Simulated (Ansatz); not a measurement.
Geometry optimisation, RKS B3LYP/def2-SVP (Ansatz 0.2.0).

The input (input.yaml):

```yaml
crystal:
  periodic: [false, false, false]
  atoms:
    - { symbol: Si, position_ang: [0.0, 0.0, 0.0] }
    - { symbol: Cl, position_ang: [0.0, 0.0, 2.48] }
    - { symbol: Cl, position_ang: [2.0086, 0.0, -0.7093] }
    - { symbol: Cl, position_ang: [-1.0032, 1.7381, -0.7093] }
    - { symbol: Cl, position_ang: [-1.0032, -1.7381, -0.7093] }
    - { symbol: S, position_ang: [-2.3345, 0.0, 0.7757] }
    - { symbol: H, position_ang: [-3.0901, -0.8728, -0.0163] }
    - { symbol: H, position_ang: [-1.414, 0.0, 2.0048] }
basis:
  gaussian: { orbitals: def2-SVP }
hamiltonian:
  xc: b3lyp
relax:
  f_tol: 0.15
  max_steps: 25
  restrain:
    - { distance: [0, 5], at: 3.36, k: 30.0 }
    - { distance: [7, 1], at: 2.57, k: 30.0 }
    - { distance: [0, 1], at: 2.13, k: 30.0 }
    - { distance: [7, 5], at: 1.4, k: 30.0 }
```

Launched with:

```bash
$ ansatz run input.yaml --threads 4 --pin off --max-ram 5120MiB --backend cpu --events-out ev --progress --plain --runs-dir out
```

Q: Where does it end, and by what steps?

A: The forces met the threshold. The restraints hold the end off the free minimum; the threshold counts their pulls, which the force column leaves out. Restrained pairs: Si1–S6 (2.46 → 3.38 Å), Cl2–H8 (1.49 → 2.58 Å), Si1–Cl2 (2.48 → 2.11 Å), S6–H8 (1.54 → 1.38 Å). After 10 steps the energy has fallen by 4.935 eV (the restraints' own energy left out); H8 moved furthest, 0.90 Å.

```
step  energy less start (eV)  largest force component (eV/Å)  accepted
   0                  0.0000                           3.541       yes
   1                 -1.1031                           3.110       yes
   2                 -2.1496                           3.990       yes
   3                 -3.3675                           3.246       yes
   4                 -4.5635                           0.921       yes
   5                 -4.8375                           0.819       yes
   6                 -4.9137                           0.709       yes
   7                 -4.9299                           0.696       yes
   8                 -4.9190                           0.866        no
   9                 -4.9330                           0.690       yes
  10                 -4.9349                           0.689       yes
```

```xyz
8
Properties=species:S:1:pos:R:3
Si 0.269 0.078 -0.100
Cl 0.303 0.038 2.006
Cl 2.253 0.002 -0.658
Cl -0.470 1.833 -0.846
Cl -0.597 -1.604 -0.895
S -2.939 0.167 0.955
H -3.409 -1.061 0.614
H -2.247 -0.327 2.040
```

The run took 27 s on 4 threads of Arm Neoverse V1, on a shared host, peak memory 0.34 GiB.
